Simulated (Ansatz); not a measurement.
`F[SiH](Cl)C#[C][GeH3]` + `[GeH3][TeH]` → `[GeH3][Te][GeH3]` + `C#C[SiH](F)Cl`  (ligand exchange at a Ge–C bond)

Gas-phase electronic energies from Ansatz, PBE0-D4/def2-TZVP geometries. CCSD(T)/CBS is the MP2 limit (def2-TZVPP, def2-QZVPP) plus CCSD(T) − MP2 in def2-TZVPP, frozen cores. DFT in def2-TZVPP. Elements past krypton have def2 core potentials. For Ge, Te outer-core shells are correlated without core-valence functions, which leaves a few kJ/mol of doubt a bond. Scalar relativity is left out up to krypton.

CCSD(T)/CBS gives -0.54 eV.

(1) Another level gave -0.53 eV. Which?
A. BLYP/def2-TZVPP
B. BHLYP-D4/def2-TZVPP
C. RPA@PBE/def2-TZVPP
D. PBE/def2-TZVPP

Largest T1 diagnostic among the species: 0.012.

Results:

(1) D. PBE -0.53, BHLYP-D4 -0.57, BLYP -0.47, RPA@PBE/def2-TZVPP -0.40 eV.

The D4 term adds −0.05 eV with B3LYP and −0.03 eV with PBE0; it sums over pairs of atoms, weighted by their polarisabilities, and B3LYP, whose exchange is more repulsive, gets the larger term. At CCSD(T), def2-SVP lies +0.07 eV from the extrapolated value and def2-TZVPP +0.09 eV.

B3LYP here is the variant with VWN-RPA as its local correlation; programs differ in this.
